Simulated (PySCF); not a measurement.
SMILES Fc1c(F)c(F)c(-c2ccccc2Cl)c(F)c1F (C12H4ClF5) (GFN2-xTB optimised geometry):

```
22

F     -1.695    -4.097     0.000
C     -1.028    -2.944     0.000
C     -1.720    -1.736     0.004
F     -3.054    -1.734     0.008
C     -1.013    -0.538     0.004
F     -1.684     0.615     0.010
C      0.378    -0.517     0.002
C      1.121     0.766    -0.029
C      1.487     1.410     1.146
C      2.180     2.606     1.098
C      2.513     3.167    -0.124
C      2.155     2.536    -1.303
C      1.461     1.339    -1.251
Cl     1.005     0.538    -2.715
C      1.051    -1.734     0.000
F      2.386    -1.742     0.002
C      0.364    -2.944     0.000
F      1.030    -4.099     0.001
H      1.223     0.967     2.094
H      2.460     3.100     2.015
H      3.054     4.099    -0.163
H      2.409     2.964    -2.259
```

Method: PySCF with PBE0/def2-SVP.

Question: What are the frontier orbital energies and the dipole moment?

Answer: HOMO-2 -7.79 eV, HOMO-1 -7.54 eV, HOMO -7.44 eV, LUMO -0.90 eV, LUMO+1 -0.87 eV; dipole moment 3.02 D.

Meta-Löwdin charges at PBE0/def2-SVP: F1 -0.22, C2 0.23, C3 0.21, F4 -0.23, C5 0.25, F6 -0.23, C7 -0.06, C8 -0.01, C9 -0.09, C10 -0.11, C11 -0.09, C12 -0.11, C13 0.03, Cl14 -0.05, C15 0.25, F16 -0.23, C17 0.21, F18 -0.23, H19 0.12, H20 0.12, H21 0.12, H22 0.13.
